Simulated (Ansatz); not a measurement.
The first iterations of a band of H4O2Si2 (8 atoms, charge 0, multiplicity 1).

Computed with Ansatz 0.2.0, RKS PBE0-D4/def2-SVP.

* movable images: 9
* climbing image: yes
* spring: 5.0 eV/Å²
* optimiser: quadratic models (default)
* start path: IDPP
* force threshold: 0.05 eV/Å
* iteration limit: 60
* end points: relaxed

First end point:

```xyz
8
Properties=species:S:1:pos:R:3
O -0.779 1.417 -0.680
Si -0.009 0.163 0.062
O 0.604 0.648 1.513
Si 0.686 -1.688 -1.024
H -0.839 2.299 -0.302
H 0.518 1.544 1.851
H 0.506 -2.522 0.234
H -0.687 -1.861 -1.654
```

Last end point:

```xyz
8
Properties=species:S:1:pos:R:3
O -0.858 1.523 -0.860
Si -0.074 0.325 -0.060
O 0.355 1.020 1.377
Si 0.762 -1.584 -0.936
H -0.957 2.370 -0.408
H 0.825 0.462 2.008
H 0.534 -2.214 0.439
H -0.588 -1.903 -1.560
```

| iteration | highest image above the first end (eV) | largest band force component (eV/Å) |
| --- | --- | --- |
| 1 | 0.219 | 0.734 |
| 2 | 0.179 | 0.347 |

Problem. Does the band converge within its limit, and where does its top end?

Solution. It converged. It ended after 7 iterations with the highest image 0.169 eV above the first end. A vibrational analysis at the climbing image gives 2 clearly imaginary modes (563i, 372i cm⁻¹): a point of higher order, so a lower path passes nearby.

Run time: 3.1 min on 1 thread of Arm Neoverse V2, with other jobs on the host, peak memory 0.16 GiB.
